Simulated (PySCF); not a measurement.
KF, SMILES [F][K].

Geometry optimised at PBE0-D3(BJ)/def2-TZVPD.

Level of theory: PBE0-D3(BJ)/def2-TZVPD in PySCF 2.14.0.

Frequencies are harmonic and unscaled.

```
mode  ν (cm⁻¹)  IR (km/mol)  moving atoms (share of kinetic energy)
----  --------  -----------  --------------------------------------
1          414        100.9                          F 67 %, K 33 %
```
